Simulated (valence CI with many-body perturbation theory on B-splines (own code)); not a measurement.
The numbers below are computed, except where a source is named.
Energy levels of Re XLV

Level of theory: configuration interaction combined with many-body perturbation theory (CI+MBPT): three valence electrons over a frozen Dirac-Fock core [Ar] 3d10, a basis of 9 s, 9 p, 8 d, 6 f, 3 g, 1 h functions for each j, with the one-electron correlation potential Σ1 (screened to all orders), the two-electron term Σ2, the three-electron term Σ3, Breit, model QED; selected single and double excitations, second order for the rest, scaled by the run's own slope (own B-spline code, finite nucleus).

The last digits are not significant, and no measured levels were compared; by estimate large intervals hold to a few tenths of a per cent, small ones and those within an open d or f shell to about a per cent.

Levels 1 to 35 of 35, with energies above the lowest level, (4s^2 4p1/2) J=1/2. "Leading %" is the weight of the configuration and term that name the level; weights of strongly mixed levels are sums over their largest components and can fall short, so below about 35 % the name and the second component can differ from the true leading terms, or belong to a minority configuration. In the jj column 3d3/2^4 stands for four electrons in 3d with j = 3/2.

```tsv
No.	Configuration	Term	J	E (× 10³ cm⁻¹)	Leading %	Leading jj	Second component
1	4s²4p	²P°	1/2	0.00	100	4s^2 4p1/2 (100 %)	
2	4s4p²	⁴P	1/2	801.21	57	4s 4p1/2^2 (98 %)	29 % 4s4p² ²S
3	4s²4p	²P°	3/2	850.88	99	4s^2 4p3/2 (99 %)	
4	4s4p²	⁴P	3/2	1543.3	91	4s 4p1/2 4p3/2 (99 %)	7 % 4s4p² ²D
5	4s4p²	²D	5/2	1612.4	59	4s 4p1/2 4p3/2 (98 %)	41 % 4s4p² ⁴P
6	4s4p²	²D	3/2	1710.1	63	4s 4p1/2 4p3/2 (95 %)	31 % 4s4p² ²P
7	4s4p²	²P	1/2	1730.3	70	4s 4p1/2 4p3/2 (97 %)	27 % 4s4p² ⁴P
8	4s²4d	²D	3/2	2176.5	94	4s^2 4d3/2 (94 %)	4 % 4s4p² ²P
9	4s²4d	²D	5/2	2316.9	75	4s^2 4d5/2 (75 %)	19 % 4s4p² ⁴P
10	4s4p²	⁴P	5/2	2474.5	40	4s 4p3/2^2 (75 %)	36 % 4s4p² ²D
11	4p³	²P°	3/2	2513.2	45	4p1/2^2 4p3/2 (94 %)	27 % 4p³ ²D°
12	4s4p²	²S	1/2	2580.7	69	4s 4p3/2^2 (98 %)	16 % 4s4p² ⁴P
13	4s4p²	²P	3/2	2610.4	62	4s 4p3/2^2 (97 %)	29 % 4s4p² ²D
14	4s4p4d	⁴F°	3/2	2807.6	79	4s 4p1/2 4d3/2 (98 %)	16 % 4s4p4d ²D°
15	4s4p4d	⁴F°	5/2	2865.9	49	4s 4p1/2 4d3/2 (95 %)	24 % 4s4p4d ²F°
16	4s4p4d	⁴D°	1/2	2973.6	61	4s 4p1/2 4d3/2 (98 %)	32 % 4s4p4d ²P°
17	4s4p4d	⁴D°	3/2	2983.0	38	4s 4p1/2 4d3/2 (90 %)	22 % 4s4p4d ⁴P°
18	4s4p4d	⁴P°	5/2	3053.2	38	4s 4p1/2 4d5/2 (97 %)	28 % 4s4p4d ⁴D°
19	4s4p4d	⁴F°	7/2	3096.5	48	4s 4p1/2 4d5/2 (96 %)	29 % 4s4p4d ²F°
20	4s4p4d	²F°	5/2	3140.0	41	4s 4p1/2 4d5/2 (90 %)	18 % 4s4p4d ²D°
21	4s4p4d	²D°	3/2	3143.4	35	4s 4p1/2 4d5/2 (75 %)	28 % 4s4p4d ²P°
22	4p³	²D°	5/2	3364.1	83	4p1/2 4p3/2^2 (83 %)	15 % 4s4p4d ²F°
23	4p³	²D°	3/2	3367.2	42	4p1/2 4p3/2^2 (81 %)	39 % 4p³ ⁴S°
24	4p³	²P°	1/2	3410.7	94	4p1/2 4p3/2^2 (94 %)	5 % 4s4p4d ²P°
25	4s²4f	²F°	5/2	3689.9	73	4s^2 4f5/2 (73 %)	15 % 4s4p4d ²F°
26	4s²4f	²F°	7/2	3723.9	39	4s 4p3/2 4d3/2 (53 %)	31 % 4s4p4d ⁴F°
27	4s4p4d	⁴D°	3/2	3728.0	43	4s 4p3/2 4d3/2 (98 %)	39 % 4s4p4d ⁴P°
28	4s4p4d	⁴P°	1/2	3728.4	86	4s 4p3/2 4d3/2 (99 %)	13 % 4s4p4d ⁴D°
29	4s4p4d	⁴D°	5/2	3732.0	50	4s 4p3/2 4d3/2 (85 %)	16 % 4s4p4d ²D°
30	4p²4d	²D	3/2	3748.6	39	4p1/2^2 4d3/2 (98 %)	36 % 4p²4d ⁴F
31	4s²4f	²F°	7/2	3792.4	49	4s^2 4f7/2 (49 %)	32 % 4s4p4d ⁴D°
32	4s4p4d	⁴F°	9/2	3820.1	100	4s 4p3/2 4d5/2 (100 %)	
33	4s4p4d	²D°	3/2	3842.1	64	4s 4p3/2 4d3/2 (75 %)	23 % 4s4p4d ⁴P°
34	4s4p4d	²P°	1/2	3914.1	73	4s 4p3/2 4d3/2 (92 %)	21 % 4s4p4d ⁴D°
35	4s4p4d	²D°	5/2	3915.3	46	4s 4p3/2 4d5/2 (98 %)	38 % 4s4p4d ⁴P°
```

The ionisation energy to 4s² ¹S0 of the next ion comes out as 2303.3 eV (NIST: 2302 ± 4 eV (theoretical)). All 35 levels together are meant to be complete up to 3944.1 × 10³ cm⁻¹.
